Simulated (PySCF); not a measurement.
**C5H3ClF3O: g tensor and hyperfine couplings**

Compound: C5H3ClF3O (doublet state).
Z-matrix (Å and degrees, GFN2-xTB geometry), rows numbered from 1:
```
F 
C   1  1.3432
F   2  1.3385  1  106.62
F   2  1.3431  1  106.26  3  -113.42
C   2  1.4912  1  112.50  3   123.10
C   5  1.3911  2  124.79  1    60.83
Cl  6  1.6799  5  129.88  2    -0.02
O   6  1.3557  5  111.63  2   179.93
C   8  1.4261  6  107.88  5     0.01
C   5  1.3806  2  127.02  1  -119.19
H   9  1.1002  8  108.60  6   121.73
H   9  1.1003  8  108.61  6  -121.63
H  10  1.0682  5  128.10  2     0.08
```

The hyperfine couplings belong to this conformer and change with its torsions.

As a line formula: `FC(F)(F)C1=C(Cl)OC[CH]1` [radical].

Method used: UKS B3LYP, pcH-1 on C Cl F H O, non-relativistic, mean-field spin-orbit, GIAO (PySCF 2.14.0). Geometry: GFN2-xTB; no solvent, vibrations or thermal averaging. A GFN2-xTB geometry isn't a minimum of the functional, and hyperfine couplings can be far from their values at a DFT geometry. Stability of the SCF solution: not tested.

| Item | Value |
| --- | --- |
| g1, g2, g3 | 2.00175, 2.00504, 2.00565 |
| g_iso | 2.00415 |
| Form of g | rhombic: the two nearest values differ by 16 % of g3 − g1 |
| ⟨S²⟩ | 0.7711 (exact 0.7500) |
| α and β electrons | 43, 42 |
| Total energy | -1027.25189 Eh |

Hyperfine couplings atom by atom, in G; T1 to T3 are the principal values of the dipolar part (MHz turned into gauss with g_iso; 10 G = 1 mT):

| atom | isotope | a_iso | of which spin–orbit | T1 | T2 | T3 | Mulliken spin population |
| --- | --- | --- | --- | --- | --- | --- | --- |
| F1 | 19F | -2.9 | 0.0 | -4.1 | 1.7 | 2.5 | 0.00 |
| C2 | 13C | 1.7 | 0.0 | -0.3 | 0.0 | 0.3 | 0.00 |
| F3 | 19F | -0.4 | 0.0 | -1.5 | 0.2 | 1.3 | 0.00 |
| F4 | 19F | -2.7 | 0.0 | -4.0 | 1.6 | 2.4 | 0.00 |
| C5 | 13C | -15.2 | 0.0 | -8.1 | 3.7 | 4.3 | -0.20 |
| C6 | 13C | 19.8 | 0.1 | -16.8 | -16.1 | 32.9 | 0.46 |
| Cl7 | 35Cl | 1.1 | -0.1 | -5.9 | -3.4 | 9.3 | 0.04 |
| O8 | 17O | -5.7 | 0.0 | -16.3 | 7.7 | 8.7 | 0.09 |
| C9 | 13C | -10.9 | 0.0 | -0.2 | 0.0 | 0.2 | -0.06 |
| C10 | 13C | 18.7 | 0.0 | -17.6 | -17.0 | 34.6 | 0.60 |
| H11 | 1H | 40.8 | 0.0 | -1.3 | -0.4 | 1.7 | 0.05 |
| H12 | 1H | 40.9 | 0.0 | -1.3 | -0.4 | 1.7 | 0.05 |
| H13 | 1H | -14.9 | 0.0 | -8.6 | 0.0 | 8.7 | -0.03 |

The Mulliken spin populations are largest on C10 (+0.60), C6 (+0.46), C5 (-0.20) and O8 (+0.09). The angles at C10 add up to 360.0°, so it is planar; its axial dipolar tensor and the negative coupling of its proton fit spin in a p orbital normal to that plane.

Axes: g2 points within 14° of the C6–Cl7 bond and g3 points within 2° of the C2–C5 bond.

Under fast tumbling the dipolar parts average out, and these isotropic splittings remain: 2 × 1H (H11/H12, I = 1/2, 3 lines) with 4.08 mT, 1 × 1H (H13, I = 1/2, 2 lines) with 1.49 mT, 3 × 19F (F1/F3/F4, I = 1/2, 4 lines) with 0.20 mT and 1 × 35Cl (Cl7, I = 3/2, 4 lines) with 0.11 mT.

Nuclei that the bonding pattern makes equivalent are averaged, as if the motion that swaps them (rotation, inversion, ring flip) were fast. The three 19F nuclei of mean -5.6 MHz run from -8.1 to -1.0 MHz in the frozen geometry.

Main isotope only: 35Cl (natural samples also hold 24 % 37Cl, magnetic too, which adds its own pattern).

The 17O coupling of O8 (-16.1 MHz) shows only in satellite lines or after enrichment, since that isotope makes up about 0.038 % of natural oxygen.

The 13C coupling of C6 (55.6 MHz) shows only in satellite lines or after enrichment, since that isotope makes up about 1.07 % of natural carbon.

Examples of negative spin density at the nucleus (bohr⁻³): C5 (-0.0378), C9 (-0.0272) and H13 (-0.0094).
